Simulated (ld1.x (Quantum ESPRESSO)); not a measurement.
LDA (PZ) TM semilocal dataset for boron, scalar-relativistic all-electron reference.

boron (B), norm-conserving Troullier–Martins (semilocal form), made with ld1.x (Quantum ESPRESSO) 7.5 (LDA (PZ), scalar-relativistic). Core none, reference 1s2 2s1 2p0 (charge +2). Waves: 1s (bound): rc 0.30 bohr; 2p (bound, empty): rc 2.80 bohr. Local part: the p channel. Core correction: none.

Occupied shells without a wave of their own: 2s. They enter only through the test configuration that unscreens the potential.

Results:

- Largest excitation error: -1079 meV (all-electron minus pseudo) for 1s1 2s2 2p1, out of 7 test configurations

A Bessel basis up to 400 Ry misses an occupied level by 0.13 Ry, so cutoffs and ghosts were not judged.

Generation and tests took about 0.74 s on one core of a shared server CPU.
